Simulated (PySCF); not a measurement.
H5Si2, SMILES [SiH2][SiH3] (connectivity only; charge and spin as stated), charge +1, multiplicity 1.

The structure is a stationary point at r2SCAN-D4/def2-TZVP. The spin state was assumed, not searched. The isomer is the one that the SMILES or the coordinates give; other isomers of the formula were not compared.

These are PySCF with ωB97X/def2-TZVPD values and carry that method's errors.

```json
{
 "total_energy": "-581.65454 hartree",
 "point_group": "Cs",
 "highest_occupied_level": "-16.97 eV",
 "lowest_empty_level": "-7.17 eV",
 "orbital_gap": "9.80 eV",
 "dipole_moment_about_the_centre_of_nuclear_charge": "2.17 D",
 "mean_static_polarisability": "49.8 bohr³ (7.38 Å³)",
 "polarisability_principal_values": "40.8, 46.1, 62.5 bohr³"
}
```
